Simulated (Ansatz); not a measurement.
Abridged output of a molecular run in Ansatz:

```
Functional definition: HF
2471 factors; integrals over basis functions are off by at most 1.0e-3 eV
mean field evaluation 1: about -67872.0790 eV, gradient 5.9e1 eV
mean field evaluation 2: about -67872.5003 eV, gradient 5.9e1 eV
mean field evaluation 4: about -67878.9038 eV, gradient 5.6e0 eV
mean field evaluation 8: about -67878.9914 eV, gradient 3.4e-1 eV
mean field -67878.99222509 eV, -2494.5069542387 hartree, gradient 2.4e-6 eV, S^2 0.000000; 0 other end points of the search recorded, 0 dependent functions left out
16 core orbitals not correlated: weight in the atoms' cores, before any rotation towards them, 1.000 or more for the frozen orbitals, at most 0.000 for the correlated occupied ones
reference -67878.99222509 eV, -2494.5069542387 hartree; 30, 30 occupied and 359, 359 virtual orbitals, 2471 factors
second order -46.90651946 eV of doubles, -0.00000000 eV of singles
cycle   1  -46.51696848 eV  change    3.9e-1 eV  update   1.5e-1
cycle   2  -47.67256949 eV  change    -1.2e0 eV  update   4.2e-2
cycle   3  -47.92015071 eV  change   -2.5e-1 eV  update   2.0e-2
cycle   4  -47.89346547 eV  change    2.7e-2 eV  update   4.3e-3
cycle   5  -47.89274817 eV  change    7.2e-4 eV  update   2.0e-3
cycle   6  -47.89453582 eV  change   -1.8e-3 eV  update   5.8e-4
cycle   7  -47.89414685 eV  change    3.9e-4 eV  update   2.4e-4
cycle   8  -47.89400747 eV  change    1.4e-4 eV  update   6.4e-5
cycle   9  -47.89402574 eV  change   -1.8e-5 eV  update   2.5e-5
perturbative correction -1.80880780 eV, -0.0664724606 hartree
Total energy: -67928.69505864 eV, -2496.3334996816 hartree
```

Its atoms:

```xyz
18

C     0.486   -0.128    2.158
O    -0.621   -0.074    1.280
Ge   -0.322    0.027   -0.445
O    -1.947    0.067   -1.114
O     0.642    1.424   -0.885
C     0.179    2.713   -0.531
O     0.639   -1.312   -1.045
C     0.172   -2.632   -0.846
H     0.096   -0.191    3.175
H     1.116   -1.005    1.971
H     1.114    0.767    2.082
H    -1.939    0.126   -2.072
H     0.917    3.435   -0.884
H     0.072    2.827    0.554
H    -0.785    2.944   -0.997
H    -0.791   -2.805   -1.338
H     0.909   -3.310   -1.280
H     0.062   -2.873    0.218
```

Question: Which basis set was used?
A. def2-TZVPP
B. def2-TZVPPD
C. def2-QZVPP
D. cc-pV(D+d)Z

Answer: A. It gives 405 functions.

Question: Write the keys of the input that set method, charge and spin (a neutral closed shell needs none for the last two).

Answer: 
```yaml
correlation: {method: ccsd_t}
```
